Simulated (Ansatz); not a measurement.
Geometry optimisation, Ansatz 0.2.0, RHF/def2-SVP.

input.yaml

```yaml
crystal:
  periodic: [false, false, false]
  atoms:
    - { symbol: Hf, position_ang: [0.0, 0.0, 0.0] }
    - { symbol: F, position_ang: [0.0, 0.0, 1.98] }
    - { symbol: Cl, position_ang: [2.3764, 0.0, -0.8392] }
    - { symbol: Cl, position_ang: [-1.1869, 2.0563, -0.8392] }
    - { symbol: Cl, position_ang: [-1.1869, -2.0563, -0.8392] }
basis:
  gaussian: { orbitals: def2-SVP }
hamiltonian:
  xc: hf
relax:
  f_tol: 0.02
  max_steps: 40
```

Run as:

```bash
$ ansatz run input.yaml --threads 1 --pin off --max-ram 2048MiB --backend cpu --events-out ev --progress --plain --runs-dir out
```

Question: Where does it end, and by what steps?

Answer: It converged. After 3 steps the energy has fallen by 0.730 eV; Cl3 moved furthest, 0.15 Å.

```json
{"step": "0", "energy less start (eV)": "0.0000", "largest force component (eV/Å)": "2.573", "accepted": "yes"}
{"step": "1", "energy less start (eV)": "-0.6498", "largest force component (eV/Å)": "0.997", "accepted": "yes"}
{"step": "2", "energy less start (eV)": "-0.7297", "largest force component (eV/Å)": "0.109", "accepted": "yes"}
{"step": "3", "energy less start (eV)": "-0.7299", "largest force component (eV/Å)": "0.019", "accepted": "yes"}
```

```xyz
5
Properties=species:S:1:pos:R:3
Hf 0.001 0.000 -0.036
F 0.000 0.000 1.859
Cl 2.237 0.000 -0.787
Cl -1.118 1.937 -0.787
Cl -1.118 -1.937 -0.787
```

Whether the end is a true minimum wasn't checked by a vibrational analysis.

Time of the run: 11 s on 1 thread of Arm Neoverse V2, with other jobs on the host, peak memory 0.21 GiB.
